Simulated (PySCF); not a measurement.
Compound: H10O4Si4.
Geometry (PBE0-D3(BJ)/def2-SVP, Å), atoms numbered from 1 in this order:
```xyz
18
H10O4Si4 angstrom
O      2.225    1.077   -0.846
Si     1.182    2.136   -0.097
O      0.401    1.399    1.163
Si    -0.236   -0.068    1.572
O     -1.785   -0.164    1.035
Si    -2.802   -0.211   -0.275
O      0.669   -1.260    0.892
Si     1.093   -1.983   -0.545
H      3.003    0.806   -0.349
H      1.911    3.301    0.472
H      0.210    2.528   -1.147
H     -0.220   -0.212    3.036
H     -2.516    0.933   -1.192
H     -2.610   -1.491   -1.021
H     -4.206   -0.124    0.214
H      0.395   -1.330   -1.692
H      2.571   -1.908   -0.723
H      0.688   -3.418   -0.485
```

Theory: TDDFT CAM-B3LYP/def2-SVPD, vertical, gas phase, core orbitals frozen in the response (PySCF 2.14.0, density-fitted response routines).

Transition dipole moments from the ground state, in atomic units and in the frame of the coordinates above (overall signs are arbitrary), for the states with f of 0.002 or more among the lowest 8:

```tsv
state	E (eV)	μx	μy	μz
S2	7.747	-0.067	0.068	0.040
S3	7.776	0.164	-0.083	0.090
S4	7.853	0.072	0.084	-0.089
S5	7.975	0.014	0.126	0.121
S6	8.252	-0.340	-0.398	0.215
S7	8.317	-0.149	0.051	0.014
S8	8.456	0.450	0.067	-0.083
```

Q: Work out the oscillator strengths.

A: f = (2/3) ΔE |μ|² with ΔE in hartree (27.2114 eV).

```csv
state,|μ|² (au),|μ| (D),f
S2,0.011,0.26,0.002
S3,0.042,0.52,0.008
S4,0.020,0.36,0.004
S5,0.031,0.44,0.006
S6,0.321,1.44,0.065
S7,0.025,0.40,0.005
S8,0.214,1.18,0.044
```

Q: Which bond between heavy atoms lies closest to the direction of the S6 transition dipole?

A: O3–Si4, at 18° from it; next Si2–O3 at 28°.

Q: What angle do the transition dipoles of S6 and S8 make?

A: |cos θ| = |μa·μb| / (|μa| |μb|) = 0.75, so θ ≈ 41° (taken between 0 and 90°, since the signs are arbitrary).

Q: How is the summed strength of these states shared among x, y and z?

A: (2/3) Σ ΔE μα² gives 0.077 for x, 0.040 for y and 0.017 for z, 0.134 in all.

The vertical ionisation energy (ΔSCF) is 10.79 eV, 2.34 eV above S8.

One conformer stands for the species.

Without π bonds the low states may be Rydberg-like; a valence basis with one diffuse set may place them up to an eV too high.
